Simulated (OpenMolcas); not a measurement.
Computed levels of 3d⁶ in ions with 24 electrons, in cm-1 above ⁵D₄.

* Program: OpenMolcas
* Method: SS-CASPT2, IPEA 0.25 Eh, imaginary shift 0.1 Eh
* Basis: ANO-RCC-VTZP
* Scalar Hamiltonian: DKH2, point nucleus
* Spin-orbit coupling: RASSI with atomic mean-field integrals over the reference wave functions, term energies averaged over their components

Active space for each ion: 6 electrons in 5 orbitals (3d); closed shells correlated by CASPT2: 3s 3p.

| Level | Co3+ | Cu5+ |
| --- | --- | --- |
| ⁵D₃ | 657 | 1148 |
| ⁵D₂ | 1111 | 1915 |
| ⁵D₁ | 1401 | 2400 |
| ⁵D₀ | 1543 | 2640 |
| ³P₂(1) | 23590 | 29710 |
| ³H₆ | 24680 | 31350 |
| ³H₅ | 24990 | 31830 |
| ³H₄ | 25200 | 32040 |
| ³P₁(1) | 25530 | 33080 |

Q: Estimate ⁵D₀, ³P₂(1), ³H₆ for Ni4+ from its neighbours Co3+ and Cu5+.

A: ⁵D₀ is fine structure, which grows about as the fourth power of a screened charge, so the fourth roots are averaged: ((1543^0.25 + 2640^0.25) / 2)^4 = 2037. The calculation gives 1996, so the estimate is off by +2.1 %; the measured value is 2058 (Corliss and Sugar, J. Phys. Chem. Ref. Data 10, 197 (1981)).
³P₂(1) is another term, which grows about linearly with the charge: (23590 + 29710) / 2 = 26650. The calculation gives 26700, so the estimate is off by -0.2 %; the measured value is 26153 (Corliss and Sugar, J. Phys. Chem. Ref. Data 10, 197 (1981)).
³H₆ is another term, which grows about linearly with the charge: (24680 + 31350) / 2 = 28015. The calculation gives 28070, so the estimate is off by -0.2 %; the measured value is 27111 (Corliss and Sugar, J. Phys. Chem. Ref. Data 10, 197 (1981)).

Term energies are means over components that CASPT2 splits; among the terms shown or strongly mixed into the levels shown the widest spread is 97 cm-1 (3d⁶ ³F(1), Cu5+). Terms from blocks run as CI alone lack orbitals of their own. Measured partners are found by configuration, term and J. A level has none where our copy of the source lacks it or the pairing is in doubt (some pairs that miss far off the trend of their configuration count as doubtful), and it then counts in no deviation. Levels of configurations outside the active space are missing.

A number in round brackets counts repeated terms of one configuration in the order of the reference energies.
